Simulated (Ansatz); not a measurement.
Mulliken charges of CH₄OSiTe, SMILES `[TeH]C1O[SiH2]1` from PBE/def2-TZVPP in Ansatz (PBE0-D4/def2-TZVP geometry).

```json
{"atom": "Te1", "x (Å)": "-1.230", "y (Å)": "1.936", "z (Å)": "-0.493", "charge (e)": "0.082"}
{"atom": "C2", "x (Å)": "0.217", "y (Å)": "0.693", "z (Å)": "0.444", "charge (e)": "-0.109"}
{"atom": "O3", "x (Å)": "-0.277", "y (Å)": "-0.348", "z (Å)": "1.350", "charge (e)": "-0.307"}
{"atom": "Si4", "x (Å)": "0.507", "y (Å)": "-1.043", "z (Å)": "0.055", "charge (e)": "0.363"}
{"atom": "H5", "x (Å)": "-1.569", "y (Å)": "0.853", "z (Å)": "-1.703", "charge (e)": "-0.032"}
{"atom": "H6", "x (Å)": "0.982", "y (Å)": "1.316", "z (Å)": "0.904", "charge (e)": "0.109"}
{"atom": "H7", "x (Å)": "1.785", "y (Å)": "-1.730", "z (Å)": "0.340", "charge (e)": "-0.052"}
{"atom": "H8", "x (Å)": "-0.323", "y (Å)": "-1.734", "z (Å)": "-0.953", "charge (e)": "-0.052"}
```

**Question.** By hand: the dipole of these point charges (1 e Å = 4.8032 D).

**Answer.** Σ q r = (0.226, 0.108, -0.298) e Å, of length 0.389 e Å = 1.87 D.

**Question.** How does the dipole of the full density compare? (An estimate is asked.)

**Answer.** Ansatz gave: (0.278, -0.185, -0.213) e Å, 1.90 D; the point charges give 0.98 times that, at 46° from its direction.

Point charges leave out the atoms' own dipoles, such as those of lone pairs, and Mulliken's split depends on the basis, so the two needn't agree.
